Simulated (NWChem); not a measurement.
CH3FO2Si; SMILES O=C[Si@@H](O)F

```xyz
8

O     -0.1434    -1.9575     0.4914
C      0.6318    -1.2289    -0.1158
Si     0.0030     0.5834    -0.4260
O     -1.5583     0.4806     0.1186
F      0.9287     1.5705     0.4973
H      1.6480    -1.6215    -0.4271
H      0.0674     1.1135    -1.8184
H     -1.6543    -0.3713     0.6021
```
Atoms are numbered in this order, from 1.

Level: PBE-D3(BJ)/def2-SVP (NWChem), optimised geometry, unscaled harmonic frequencies. 

```tsv
frequency (cm⁻¹)	IR intensity (km/mol)
96	4.7
186	24.4
218	2.7
309	19.9
424	45.6
502	63.9
603	57.8
739	34.8
814	31.1
828	17.6
879	61.8
950	332.6
974	101.1
1334	10.1
1709	72.2
2230	110.1
2784	137.2
3591	103.1
```

| Property | Value |
|---|---|
| zero-point energy | 27.4 kcal/mol |
| thermal correction to the enthalpy at 298.15 K (with zero-point energy) | 31.9 kcal/mol |
| heat capacity Cv | 20.5 cal/(mol K) |
| entropy at 298.15 K and 1 atm (symmetry number 1) | 78.0 cal/(mol K) |
| dipole moment | 1.72 D |

Rigid rotor and harmonic oscillator; modes under 100 cm⁻¹ make the entropy uncertain.
